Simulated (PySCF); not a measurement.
B(H)(OH)(NH2) (BH4NO), SMILES OBN. Atoms are numbered in the order given.

```xyz
7

B     -0.5032     0.0465     0.0000
H     -1.6994     0.0535     0.0000
O      0.1246     1.2660     0.0000
H      1.0864     1.2123     0.0000
N      0.1801    -1.1828     0.0000
H     -0.3105    -2.0601     0.0000
H      1.1822    -1.2859     0.0000
```
Charge 0, spin multiplicity 1.

Coordinates come from a r2SCAN-D4/def2-TZVP optimisation. The values are those of a single conformer.

Vertical ionisation energy (IE) and electron affinity (EA) in eV. Rows of orbital energies are one-electron estimates. Where ΔSCF, EOM or ADC give a negative EA the extra electron is unbound and the value depends on the basis.

```json
[
 {"level": "−ε(HOMO), −ε(LUMO), M06-2X/def2-TZVPD (PySCF)", "IE": "9.47", "EA": "-0.01"},
 {"level": "ADC(2)/aug-cc-pVDZ (PySCF)", "IE": "(withheld)", "EA": "(withheld)"}
]
```

Task: Fill in the missing entries. (An estimate is asked for; the answer gives what the named calculation found.)

Result: 
- ADC(2)/aug-cc-pVDZ (PySCF), IE: 9.75
- ADC(2)/aug-cc-pVDZ (PySCF), EA: -0.61

Computed lowest 1s main lines (those of the lightest heavy element) from CVS-ADC(2)-x/aug-cc-pVDZ (PySCF, non-relativistic), with pole strengths:
198.2 eV (1.56).

Task: Beyond the first one, list the lowest photoelectron lines from ADC(2)/aug-cc-pVDZ (PySCF) with their pole strengths (two spins summed). (An estimate is asked for; the answer gives what the named calculation found.)

Result: 11.74 eV (1.77), 12.12 eV (1.76), 12.96 eV (1.82), 16.21 eV (1.75), 16.81 eV (1.77).
